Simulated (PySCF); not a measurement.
Molecule: `InChI=1S/C6H7NO/c1-3-5-7-6(8)4-2/h2-3H,1,5H2,(H,7,8)`.

Bonds (- single, = double, # triple, : aromatic): C1#C2, C2-C3, C3=O4, C3-N5, N5-C6, C6-C7, C7=C8. C1 carries H9; N5 carries H10; C6 carries H11, H12; C7 carries H13; C8 carries H14, H15. H14 is cis to C6; H15 is trans to C6.

Frames of a GFN2-xTB Langevin trajectory at 400 K; GIAO PBE0/pcSseg-1 shieldings in PySCF, gas phase, non-relativistic; equivalent atoms averaged within each frame.

References, each an isolated molecule treated in the same way: ¹³C (σref 186.93) and ¹H (σref 31.72) against TMS; ¹⁷O (σref 336.08) vs H2O; NH3 for ¹⁵N (σref 267.73). The references are static minima.

How do the shifts (ppm) fluctuate along the trajectory?

## Answers


```csv
time (fs),C7,C3,C8,C1,C2,C6,O4,N5,H13,H15
250,155.7,152.4,122.7,84.6,82.1,49.2,409.8,160.1,6.80,6.19
425,150.8,152.4,136.9,77.2,84.8,42.0,418.6,145.0,5.87,6.99
625,150.2,162.7,125.0,84.4,85.0,41.5,452.2,168.8,5.49,5.28
800,154.9,160.4,128.4,85.8,90.7,47.3,476.2,138.9,8.56,5.90
1000,144.1,156.9,116.7,86.5,85.8,49.4,445.1,147.6,6.28,5.58
mean of frames,151.1,157.0,125.9,83.7,85.7,45.9,440.4,152.1,6.60,5.99
standard deviation,4.6,4.7,7.5,3.7,3.1,3.9,26.7,12.1,1.20,0.66
```

5 frames give an uncertainty of the mean of about the standard deviation over 2.2 at best, since frames this close in time may not be independent; classical motion lacks zero-point vibration, and the reference would need the same averaging.
